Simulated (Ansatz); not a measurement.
PBE exchange is replaced step by step with exact exchange (0 % is PBE, 25 % PBE0; no dispersion term), basis def2-SVP, Ansatz. System: the cluster Li₃PS₄ (the lowest singlet isomer of a short search). Charge 0, multiplicity 1. Geometry: r2SCAN-D4/def2-SVP.

Geometry of the singlet:

```xyz
8

Li    1.8342    1.2098   -0.1067
Li   -2.0901    0.3359   -0.5984
Li   -0.1810   -0.1377    1.6893
P     0.4079   -1.4433   -0.6899
S    -1.3996   -1.6820    0.3773
S     1.8425   -0.9600    0.7836
S    -0.4458    1.9201    0.1447
S     0.0318    0.7572   -1.5997
```

Another isomer (singlet) lies 0.18 eV lower at PBE0-D4/def2-TZVP; other spin states weren't run for this one.

```csv
exact exchange (%),HOMO (eV),LUMO (eV),gap (eV)
0,-5.14,-2.27,2.87
10,-5.55,-1.95,3.60
15,-5.75,-1.78,3.97
25,-6.17,-1.46,4.71
40,-6.81,-0.99,5.82
```
